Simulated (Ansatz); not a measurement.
Compare A (`[SiH3]/C=C\CCl`) with its isomer B (`C/C=C\[SiH2]Cl`).

Computed with Ansatz on PBE0-D4/def2-TZVP structures; ΔE is electronic, products minus reactants. CCSD(T)/CBS adds triple-zeta CCSD(T) − MP2 to the extrapolated MP2 energy (def2 sets, frozen cores). Double bonds are as drawn, so ΔE can hold a change between cis and trans. DFT in def2-TZVPP. B3LYP here is the variant with VWN-RPA as its local correlation; programs differ in this. Each species was taken in one conformer, which may not be the lowest.

Question: Which isomer does CCSD(T)/CBS put lower? Give the gap. (An estimate is asked.)

Answer: Computed: B, by 165.4 kJ/mol.

Question: Give E(B) − E(A) in kJ/mol with PBE-D4, B2PLYP, LDA (SPW92), B3LYP-D4, BLYP-D4, B3LYP, ωB97M-V. (Best estimate.)

Answer: The calculation gave: PBE-D4 -158.9, B2PLYP -164.3, LDA (SPW92) -158.0, B3LYP-D4 -162.6, BLYP-D4 -157.1, B3LYP -161.3, ωB97M-V -167.4. None reverses the order clearly.

Question: Does the order hold for the free energy at 298.15 K (harmonic terms from PBE0-D4)? (Best estimate.)

Answer: Ansatz gave: Yes: G(B) − G(A) = -158.2 kJ/mol, for one conformer each. Modes under 60 cm⁻¹, often nearly free rotors, make the harmonic entropy too high.

Largest T1 diagnostic: 0.011.

From BLYP to BHLYP (50 % exact exchange), in def2-TZVPP and without D4, E(B) − E(A) moves by −11.1 kJ/mol. At CCSD(T), def2-SVP lies +6.4 kJ/mol from the extrapolated value and def2-TZVPP +3.0 kJ/mol.
